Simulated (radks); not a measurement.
Ionisation ladder of cadmium, from Cd XLIV to Cd XLVI. Each ion is in the ground configuration listed by NIST, and IE = E(next ion) - E(this ion). Method: scalar-relativistic Kohn-Sham, LDA (Slater exchange, Perdew-Wang correlation), spin-unpolarised, spherical densities, finite nucleus; Fermi nuclear charge, rms radius 4.6087 fm; computed with a radial shooting solver on a logarithmic mesh with Libxc functionals.

species  configuration  E (hartree)  IE, Delta-SCF (eV)  <r> HOMO (bohr)  IE, NIST (eV)       kind  error (eV)
Cd XLIV   [He] 2s2 2p1  -3151.60801              6958.2            0.107           7109  semi-emp.      -150.8
Cd XLV        [He] 2s2  -2895.89976              7426.2            0.124           7414  semi-emp.       +12.2
Cd XLVI       [He] 2s1  -2622.99220              7596.3            0.123         7608.0     theory       -11.6

Reference values: NIST Atomic Spectra Database (exp. = measured, semi-emp. = semi-empirical, theory = theoretical value adopted there). The ionisation energy per charge of the ion left behind rises most, in proportion, at Cd XLV ([He] 2s2), from 158.14 to 165.03 eV. Spin polarisation and multiplet splitting are left out, so open shells lie too high by an amount that depends on their filling.

Beside tabulated values, note that spin-unpolarised runs miss the spin-polarisation part of the exchange energy of open shells.
